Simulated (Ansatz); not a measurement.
A nudged elastic band was laid between two geometries of F$_{4}$H$_{4}$OW (10 atoms, charge 0, multiplicity 1).

Computed with Ansatz, RKS B3LYP-D4/def2-SVP.

```json
{
 "movable images": "5",
 "climbing image": "yes",
 "spring": "5.0 eV/Å²",
 "optimiser": "quadratic models (default)",
 "start path": "through a guess of the saddle point",
 "force threshold": "0.05 eV/Å",
 "iteration limit": "60",
 "end points": "relaxed"
}
```

Image 0:

```xyz
10
Properties=species:S:1:pos:R:3
W -0.152 -0.021 0.090
H -0.368 0.135 1.754
H 1.023 -0.843 0.992
F -0.607 1.757 -0.329
F -1.992 -0.322 0.306
F -0.246 -1.722 -0.671
F 1.296 0.254 -1.130
O 1.391 1.438 1.081
H 1.930 1.733 0.324
H 2.001 0.967 1.670
```

Image 6:

```xyz
10
Properties=species:S:1:pos:R:3
W 0.074 0.369 -0.420
H 0.763 -0.787 2.882
H 1.648 -0.118 -0.020
F -0.519 1.645 -1.652
F -1.460 0.563 0.633
F -0.189 -1.409 0.100
F 0.650 -0.425 -2.012
O 0.812 1.793 0.556
H 1.707 1.805 0.923
H 0.790 -0.058 3.097
```

(1) Which bonds break or form, and what moves?

(2) What energy profile does the band end with?

(3) What is the geometry of the highest image?

Results:

(1) Bonds broken: W1–H2, O8–H10. Bonds formed: H2–H10. F4H4OW becomes F4H2OW + H2.

(2) The run converged. The highest image is number 3 of 0 to 6, 1.27 eV above the first end and 1.37 eV above the last; the last end lies 0.10 eV below the first. The profile has 2 maxima (images 1, 3) with wells between them (image 2): this band takes more than one step, which may be the mechanism or a detour left from its start path. Neighbouring images differ by up to 1.2 eV, so the band resolves the path poorly. A vibrational analysis at the climbing image gives one clearly imaginary mode, 1220i cm⁻¹: a first-order saddle point. The orbitals stay closed-shell, which can raise the energy where a bond breaks towards radicals; this wasn't checked here.

| image | path coordinate (Å) | energy (eV) | W1–H2 (Å) | O8–H10 (Å) | H2–H10 (Å) |
| --- | --- | --- | --- | --- | --- |
| 0 | 0.00 | 0.00 | 1.69 | 0.97 | 2.51 |
| 1 | 1.83 | 0.11 | 1.68 | 0.97 | 2.61 |
| 2 | 3.66 | 0.02 | 1.69 | 0.97 | 2.33 |
| 3 | 5.49 | 1.27 | 1.92 | 1.32 | 0.95 |
| 4 | 6.28 | 0.31 | 2.37 | 2.06 | 0.76 |
| 5 | 7.07 | -0.04 | 2.99 | 2.66 | 0.76 |
| 6 | 7.86 | -0.10 | 3.57 | 3.14 | 0.76 |

(3) 
```xyz
10
Properties=species:S:1:pos:R:3
W 0.112 0.166 -0.072
H 0.453 -0.532 1.679
H 1.714 -0.315 0.207
F -0.272 1.761 -0.959
F -1.470 0.480 0.911
F -0.517 -1.581 -0.144
F 0.743 -0.287 -1.780
O 0.909 1.561 1.271
H 1.853 1.760 1.163
H 0.751 0.363 1.813
```

Time of the run: 6 min on 4 threads of Arm Neoverse V1, with other jobs on the host, peak memory 0.32 GiB.
